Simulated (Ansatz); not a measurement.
```yaml
crystal:
  periodic: [false, false, false]
  atoms:
    - {symbol: F, position_ang: [-0.690478, 0.524439, -0.853005]}
    - {symbol: B, position_ang: [-0.102699, 0.491610, -0.221868]}
    - {symbol: B, position_ang: [0.083029, -0.530690, 0.209981]}
    - {symbol: F, position_ang: [0.760003, -0.951935, 0.013817]}
    - {symbol: H, position_ang: [0.107789, 1.269156, 0.027881]}
    - {symbol: H, position_ang: [-0.313341, -0.884597, 0.851312]}
basis:
  gaussian: {orbitals: def2-mTZVPP}
hamiltonian: {xc: {name: B2PLYP}}
output: {forces: true}
```

```sh
$ ansatz run in.yaml --threads 2 --pin off --events-out ev --progress --plain --max-ram 4352MiB
```

It prints (some lines left out):

```
Functional definition: B2PLYP
858 factors; integrals over basis functions are off by at most 3.5e-4 eV
mean field evaluation 1: about -6753.2353 eV, gradient 7.1e1 eV
mean field evaluation 2: about -6753.2334 eV, gradient 7.1e1 eV
mean field evaluation 4: about -6760.6040 eV, gradient 5.9e0 eV
mean field evaluation 8: about -6760.6470 eV, gradient 7.0e-2 eV
mean field evaluation 16: about -6760.6471 eV, gradient 6.0e-5 eV
mean field -6760.64707434 eV, -248.4491974507 hartree, gradient 5.3e-6 eV, S^2 0.000000; 0 other end points of the search recorded, 0 dependent functions left out
4 core orbitals not correlated: weight in the atoms' cores, before any rotation towards them, 0.999 or more for the frozen orbitals, at most 0.001 for the correlated occupied ones
reference -6760.64721248 eV, -248.4492025275 hartree; 11, 11 occupied and 81, 81 virtual orbitals, 858 factors
second order -18.14275321 eV of doubles, -0.00000000 eV of singles
Total energy: -6765.54575585 eV, -248.6292206759 hartree
Atom 0 at    -0.690478     0.524439    -0.853005 Å, force   -76.570760     4.294720   -84.366033 eV/Å
Atom 1 at    -0.102699     0.491610    -0.221868 Å, force    55.664426    14.719220    58.519171 eV/Å
Atom 2 at     0.083029    -0.530690     0.209981 Å, force   -91.529948    45.745510    35.620180 eV/Å
Atom 3 at     0.760003    -0.951935     0.013817 Å, force   119.228869   -76.089867   -36.426182 eV/Å
Atom 4 at     0.107789     1.269156     0.027881 Å, force     8.576327    20.948516     8.033633 eV/Å
Atom 5 at    -0.313341    -0.884597     0.851312 Å, force   -15.368913    -9.618099    18.619231 eV/Å
Dipole moment:     0.087524    -0.116891    -0.275364 e Å
```

Q: What is wrong with this run?

A: The geometry is squeezed to about two thirds of its size. The run converged. The result belongs to that input, not to the molecule as meant.
